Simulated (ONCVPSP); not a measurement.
# Cutoff test, mercury, ONCV

- Element: Hg (Z = 80)
- Generator: ONCVPSP 4.0.1
- Type: optimised norm-conserving Vanderbilt (ONCV)
- Functional: PBEsol
- Relativity: scalar-relativistic
- Frozen core: [Kr] 4d10
- Valence charge: 34
- Reference configuration: 4f14 5s2 5p6 5d10 6s1 6p1
- Partial waves: 5s+6s: rc 1.35 bohr, ncon 4, nbas 7, qcut 10.1 1/bohr, 2 projectors; 5p+6p: rc 1.75 bohr, ncon 4, nbas 7, qcut 8.3 1/bohr, 2 projectors; 5d: rc 2.20 bohr, ncon 4, nbas 9, qcut 6.7 1/bohr, 1 projector; 4f: rc 0.75 bohr, ncon 3, nbas 8, qcut 24.2 1/bohr, 1 projector
- Local potential: polynomial inside 0.50 bohr (lpopt 5, dvloc0 0 Ha)
- Core correction: none

For each optimised wave give the share of its norm inside rc, the residual kinetic energy above qcut (Ha) and the cutoffs (Ha) for errors of 10, 1, 0.1 and 0.01 mHa per electron.

| wave | norm inside rc | residual KE | 10 mHa | 1 mHa | 0.1 mHa | 0.01 mHa |
| --- | --- | --- | --- | --- | --- | --- |
| 5s | 0.928 | 8.8e-07 | 29.1 | 36.1 | 41.4 | 46.2 |
| 6s | 0.055 | 7.5e-07 | 25.0 | 33.7 | 40.5 | 46.0 |
| 5p | 0.961 | 1.1e-07 | 13.3 | 16.7 | 19.4 | 22.0 |
| 6p | 0.034 | 2.9e-07 | 8.9 | 12.7 | 15.9 | 26.0 |
| 5d | 0.878 | 4.6e-06 | 14.0 | 17.1 | 19.5 | 22.2 |
| 4f | 0.890 | 2.7e-06 | 217.1 | 243.6 | 264.4 | 281.2 |

The occupied waves need 244 Ha and 264 Ha for 1 and 0.1 mHa. Note: ghosts flagged at negative energy: s at -1616.4 eV, p at -547.0 eV, d at -133.6 eV; GHOST(+) flagged for s at 323.3 eV. A true bound ghost makes a file unfit for plane-wave use. Its largest configuration-test error is -661 meV.
